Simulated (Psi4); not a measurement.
Psi4 input (wB97X-D/6-31G*):

```
memory 1500 MB

molecule {
1 1
O     1.79692000    0.46548400   -1.30187600
B     1.01581700    0.27566100   -0.24056000
O     1.13787500    0.34305000    1.08655800
O    -0.34277200   -0.11061700   -0.61530900
Si   -1.72243700   -0.46494200    0.50580000
H     2.71927100    0.72392300   -1.19813300
H     1.97687800    0.58601000    1.49257300
H    -0.48625200   -0.17463700   -1.57396700
H    -2.75803000   -0.77720900   -0.48519600
H    -1.24494100   -1.60073100    1.29587800
H    -1.90807300    0.79019800    1.23546100
symmetry c1
no_reorient
no_com
}

set {
  basis 6-31G*
  reference rks
  scf_type pk
  dft_radial_points 99
  dft_spherical_points 590
  e_convergence 1e-8
  d_convergence 1e-7
  maxiter 150
}

e = energy('wb97x-d')
print_out(f'\nFINAL {e:.10f} DIPOLE {variable("CURRENT DIPOLE")[0]:.6f} {variable("CURRENT DIPOLE")[1]:.6f} {variable("CURRENT DIPOLE")[2]:.6f}\n')
```

Output:

```
   => Loading Basis Set <=

    Name: 6-31G*
    Role: ORBITAL
    Keyword: BASIS
    atoms 1, 3-4 entry O          line   145 file 6-31gs.gbs
    atoms 2      entry B          line    94 file 6-31gs.gbs
    atoms 5      entry SI         line   268 file 6-31gs.gbs
    atoms 6-11   entry H          line    44 file 6-31gs.gbs

   => WB97X-D: Empirical Dispersion <=

    Chai and Head-Gordon Dispersion Correction
    Chai, J.-D.; Head-Gordon, M. (2010), J. Chem. Phys., 132: 6615-6620

        s6 =       1.000000

         ---------------------------------------------------------
                                   SCF
               by Justin Turney, Rob Parrish, Andy Simmonett
                          and Daniel G. A. Smith
                              RKS Reference
         ---------------------------------------------------------

  ==> Geometry <==

    Molecular point group: c1
    Full point group: C1

    Geometry (in Angstrom), charge = 1, multiplicity = 1:

       Center              X                  Y                   Z               Mass
    ------------   -----------------  -----------------  -----------------  -----------------
         O            1.796920000000     0.465484000000    -1.301876000000    15.994914619570
         B            1.015817000000     0.275661000000    -0.240560000000    11.009305360000
         O            1.137875000000     0.343050000000     1.086558000000    15.994914619570
         O           -0.342772000000    -0.110617000000    -0.615309000000    15.994914619570
         SI          -1.722437000000    -0.464942000000     0.505800000000    27.976926534650
         H            2.719271000000     0.723923000000    -1.198133000000     1.007825032230
         H            1.976878000000     0.586010000000     1.492573000000     1.007825032230
         H           -0.486252000000    -0.174637000000    -1.573967000000     1.007825032230
         H           -2.758030000000    -0.777209000000    -0.485196000000     1.007825032230
         H           -1.244941000000    -1.600731000000     1.295878000000     1.007825032230
         H           -1.908073000000     0.790198000000     1.235461000000     1.007825032230

  Running in c1 symmetry.

  Rotational constants: A =      0.28390  B =      0.07542  C =      0.06093 [cm^-1]
  Rotational constants: A =   8510.97472  B =   2261.18266  C =   1826.62521 [MHz]
  Nuclear repulsion =  232.146488613097404

  Charge       = 1
  Multiplicity = 1
  Electrons    = 48
  Nalpha       = 24
  Nbeta        = 24

  ==> Algorithm <==

  SCF Algorithm Type is PK.
  DIIS enabled.
  MOM disabled.
  Fractional occupation disabled.
  Guess Type is SAD.
  Energy threshold   = 1.00e-08
  Density threshold  = 1.00e-07
  Integral threshold = 1.00e-12

  ==> Primary Basis <==

  Basis Set: 6-31G*
    Blend: 6-31G*
    Number of shells: 44
    Number of basis functions: 91
    Number of Cartesian functions: 91
    Spherical Harmonics?: false
    Max angular momentum: 2

  ==> DFT Potential <==

   => LibXC <=

    Version 7.1.2
    S. Lehtola, C. Steigemann, M. J. T. Oliveira, and M. A. L. Marques,  SoftwareX 7, 1–5 (2018) (10.1016/j.softx.2017.11.002)

   => Composite Functional: WB97X-D <=

    wB97X-D Hyb-GGA Exchange-Correlation Functional

    J.-D. Chai and M. Head-Gordon,  Phys. Chem. Chem. Phys. 10, 6615–6620 (2008) (10.1039/B810189B)

    Deriv               =              1
    GGA                 =           TRUE
    Meta                =          FALSE

    Exchange Hybrid     =           TRUE
    MP2 Hybrid          =          FALSE

   => Exchange-Correlation Functionals <=

    1.0000   wB97X-D range-separated functional

   => Exact (HF) Exchange <=

    0.7780            HF,LR [omega = 0.2000]
    0.2220               HF

   => LibXC Density Thresholds  <==

    XC_HYB_GGA_XC_WB97X_D:  1.00E-14

   => Molecular Quadrature <=

    Radial Scheme          =       TREUTLER
    Pruning Scheme         =           NONE
    Nuclear Scheme         =       TREUTLER

    Blocking Scheme        =         OCTREE
    BS radius alpha        =              1
    Pruning alpha          =              1
    Radial Points          =             99
    Spherical Points       =            590
    Total Points           =         607362
    Total Blocks           =           4281
    Max Points             =            256
    Max Functions          =             89
    Weights Tolerance      =       1.00E-15

  ==> Integral Setup <==

  Using in-core PK algorithm.
   Calculation information:
      Number of atoms:                  11
      Number of AO shells:              44
      Number of primitives:            111
      Number of atomic orbitals:        91
      Number of basis functions:        91

      Integral cutoff                 1.00e-12
      Number of threads:                 1

  Performing in-core PK
  Using 26290173 doubles for integral storage.
  We computed 435916 shell quartets total.
  Whereas there are 490545 unique shell quartets.

  Computing range-separated integrals for PK
  We computed 435916 wK shell quartets total.
  Whereas there are 490545 wK unique shell quartets.

  ==> DiskJK: Disk-Based J/K Matrices <==

    J tasked:                  Yes
    K tasked:                  Yes
    wK tasked:                 Yes
    Omega:               2.000E-01
    Schwarz Cutoff:          1E-12


  Cached 33.3% of DFT collocation blocks in 0.423 [GiB].

  Minimum eigenvalue in the overlap matrix is 6.6179897767E-03.
  Reciprocal condition number of the overlap matrix is 9.7813970125E-04.
    Using symmetric orthogonalization.

  ==> Pre-Iterations <==

  SCF Guess: Superposition of Atomic Densities via on-the-fly atomic UHF (no occupation information).

   -------------------------
    Irrep   Nso     Nmo
   -------------------------
     A         91      91
   -------------------------
    Total      91      91
   -------------------------

  ==> Iterations <==

                        Total Energy        Delta E     RMS |[F,P]|

   @RKS iter SAD:  -542.78136556014840   -5.42781e+02   0.00000e+00
   @RKS iter   1:  -543.20165565281604   -4.20290e-01   8.37444e-03 ADIIS/DIIS
   @RKS iter   2:  -543.21597829369739   -1.43226e-02   8.42067e-03 ADIIS/DIIS
   @RKS iter   3:  -543.41391315315536   -1.97935e-01   3.29886e-04 ADIIS/DIIS
   @RKS iter   4:  -543.41440117917489   -4.88026e-04   1.21852e-04 ADIIS/DIIS
   @RKS iter   5:  -543.41445702544684   -5.58463e-05   4.55750e-05 DIIS
   @RKS iter   6:  -543.41446347849785   -6.45305e-06   1.53120e-05 DIIS
   @RKS iter   7:  -543.41446437819343   -8.99696e-07   1.84570e-06 DIIS
   @RKS iter   8:  -543.41446440747882   -2.92854e-08   7.98205e-07 DIIS
   @RKS iter   9:  -543.41446440957827   -2.09945e-09   3.59990e-07 DIIS
   @RKS iter  10:  -543.41446440999778   -4.19504e-10   3.37996e-08 DIIS
  Energy and wave function converged.

  ==> Post-Iterations <==

   Electrons on quadrature grid:
      Ntotal   =   47.9999998494 ; deviation = -1.506e-07

    Orbital Energies [Eh]
    ---------------------

    Doubly Occupied:

       1A    -66.505526     2A    -19.570276     3A    -19.490223
       4A    -19.487666     5A     -7.148135     6A     -5.620623
       7A     -3.969479     8A     -3.962500     9A     -3.962095
      10A     -1.409882    11A     -1.335572    12A     -1.320578
      13A     -0.932539    14A     -0.913193    15A     -0.841157
      16A     -0.814312    17A     -0.744403    18A     -0.743333
      19A     -0.700819    20A     -0.659247    21A     -0.638575
      22A     -0.622257    23A     -0.616924    24A     -0.608002

    Virtual:

      25A     -0.121887    26A     -0.038790    27A     -0.036621
      28A     -0.015794    29A     -0.012853    30A     -0.004512
      31A      0.012504    32A      0.033105    33A      0.089824
      34A      0.140085    35A      0.143155    36A      0.148488
      37A      0.175837    38A      0.221857    39A      0.261845
      40A      0.315102    41A      0.323638    42A      0.451673
      43A      0.456154    44A      0.472755    45A      0.562663
      46A      0.569182    47A      0.581641    48A      0.646815
      49A      0.701769    50A      0.746919    51A      0.768814
      52A      0.794087    53A      0.832497    54A      0.845038
      55A      0.891428    56A      0.953943    57A      0.971121
      58A      0.992986    59A      1.024502    60A      1.043377
      61A      1.044851    62A      1.092890    63A      1.106718
      64A      1.197708    65A      1.271212    66A      1.363450
      67A      1.378390    68A      1.430142    69A      1.470796
      70A      1.584399    71A      1.604106    72A      1.626090
      73A      1.634150    74A      1.683726    75A      1.909017
      76A      1.984557    77A      2.129688    78A      2.159973
      79A      2.243819    80A      2.263430    81A      2.375794
      82A      2.452872    83A      2.614844    84A      2.638267
      85A      2.795868    86A      2.852286    87A      2.881571
      88A      3.480708    89A      3.705501    90A      3.740426
      91A      4.008146

    Final Occupation by Irrep:
              A
    DOCC [    24 ]
    NA   [    24 ]
    NB   [    24 ]

  @RKS Final Energy:  -543.41446440999778

   => Energetics <=

    Nuclear Repulsion Energy =            232.1464886130974037
    One-Electron Energy =               -1200.3528929002188761
    Two-Electron Energy =                 462.1676962049572239
    DFT Exchange-Correlation Energy =     -37.3720073588972284
    Empirical Dispersion Energy =          -0.0037489689362570
    VV10 Nonlocal Energy =                  0.0000000000000000
    Total Energy =                       -543.4144644099977768

Computation Completed

Properties will be evaluated at   0.000000,   0.000000,   0.000000 [a0]

Properties computed using the SCF density matrix

 Multipole Moments:

 ------------------------------------------------------------------------------------
     Multipole            Electronic (a.u.)      Nuclear  (a.u.)        Total (a.u.)
 ------------------------------------------------------------------------------------

 L = 1.  Multiply by 2.5417464519 to convert [e a0] to [Debye]
 Dipole X            :          0.3863169            0.0000076            0.3863245
 Dipole Y            :          0.1024682            0.0000132            0.1024815
 Dipole Z            :         -0.1846754            0.0000000           -0.1846754
 Magnitude           :                                                    0.4402886

 ------------------------------------------------------------------------------------

FINAL -543.4144644100 DIPOLE 0.386324 0.102481 -0.184675

*** Psi4 exiting successfully. Buy a developer a beer!
```

The dipole moment of an ion depends on the origin.

The geometry given is a B3LYP-D3(BJ)/def2-TZVP minimum.
